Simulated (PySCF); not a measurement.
C$_{7}$H$_{12}$BN, SMILES `B[C@H]1CC[C@H](C#N)CC1`, neutral singlet in the gas phase. 

Cartesian coordinates (Å):
SMILES: B[C@H]1CC[C@H](C#N)CC1
```xyz
21

B     -2.8476     0.1719    -0.1617
C     -1.3104     0.0738    -0.3555
C     -0.4776     1.3043     0.0114
C      0.9623     1.2041    -0.4770
C      1.6239    -0.0888     0.0221
C      3.0086    -0.1864    -0.4337
N      4.0997    -0.2640    -0.8126
C      0.8115    -1.3239    -0.3936
C     -0.6281    -1.2201     0.0947
H     -3.5239    -0.8313    -0.1039
H     -3.3998     1.2498    -0.1722
H     -1.3705     0.0403    -1.4797
H     -0.9460     2.2167    -0.3886
H     -0.4772     1.4182     1.1107
H      1.5493     2.0751    -0.1473
H      0.9853     1.2059    -1.5806
H      1.6587    -0.0544     1.1272
H      0.8299    -1.4009    -1.4946
H      1.2923    -2.2348    -0.0050
H     -0.6370    -1.2607     1.1991
H     -1.2032    -2.0947    -0.2464
```
Charge 0, spin multiplicity 1.

All levels are single points at this geometry (PBE0-D3(BJ)/def2-SVP); Pople sets use spherical d functions. Orbital energies aren't observables, and empty levels follow the basis.

B3LYP/6-31G* in PySCF gives dipole (D) = 3.61.

Estimate the dipole (D) from each of these levels: TPSSh-D3(BJ)/def2-TZVP in PySCF; B3LYP/3-21G in PySCF; BP86/6-31G* in PySCF; SVWN5/6-31G* in PySCF; HF/STO-3G in PySCF.


```tsv
level	dipole (D)
TPSSh-D3(BJ)/def2-TZVP in PySCF	3.82
B3LYP/3-21G in PySCF	3.31
BP86/6-31G* in PySCF	3.49
SVWN5/6-31G* in PySCF	3.50
HF/STO-3G in PySCF	3.10
```
